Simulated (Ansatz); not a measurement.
A single point on C$_{2}$H$_{8}$BN, SMILES `BNCC`.

```yaml
crystal:
  periodic: [false, false, false]
  atoms:
    - {symbol: B, position_ang: [-1.707185, 1.011615, 0.310512]}
    - {symbol: N, position_ang: [-0.337498, 0.821076, 0.292328]}
    - {symbol: C, position_ang: [0.374106, -0.425152, 0.482961]}
    - {symbol: C, position_ang: [1.168068, -0.838410, -0.742277]}
    - {symbol: H, position_ang: [-2.141522, 2.111012, 0.119808]}
    - {symbol: H, position_ang: [-2.420853, 0.070947, 0.517503]}
    - {symbol: H, position_ang: [0.267935, 1.608011, 0.110257]}
    - {symbol: H, position_ang: [-0.367476, -1.187612, 0.730015]}
    - {symbol: H, position_ang: [1.044964, -0.340627, 1.346296]}
    - {symbol: H, position_ang: [1.910480, -0.079568, -1.005484]}
    - {symbol: H, position_ang: [1.700767, -1.774784, -0.560480]}
    - {symbol: H, position_ang: [0.508215, -0.976506, -1.601438]}
basis:
  gaussian: {orbitals: def2-TZVPP}
hamiltonian: {xc: pbe}
correlation: {method: rpa}
```

```sh
$ ansatz run in.yaml --threads 2 --pin off --events-out ev --progress --plain
```

It prints (some lines left out):

```
Functional definition: PBE
1369 factors; integrals over basis functions are off by at most 1.2e-3 eV
mean field evaluation 1: about -4352.6485 eV, gradient 7.9e1 eV
mean field evaluation 2: about -4352.6358 eV, gradient 7.9e1 eV
mean field evaluation 4: about -4365.1114 eV, gradient 2.8e1 eV
mean field evaluation 8: about -4367.0444 eV, gradient 9.8e-1 eV
mean field evaluation 16: about -4367.0463 eV, gradient 7.5e-5 eV
mean field -4367.04628048 eV, -160.4859907173 hartree, gradient 2.9e-6 eV, S^2 0.000000; 0 other end points of the search recorded, 0 dependent functions left out
4 core orbitals not correlated: weight in the atoms' cores, before any rotation towards them, 1.000 or more for the frozen orbitals, at most 0.000 for the correlated occupied ones
reference -4342.42021431 eV, -159.5809994777 hartree; 12, 12 occupied and 220, 220 virtual orbitals, 1369 factors
Total energy: -4373.61980385 eV, -160.7275632456 hartree
```

Hardware: 2 threads of a server CPU on a shared host. Wall time 7 s, peak host memory 0.54 GiB.
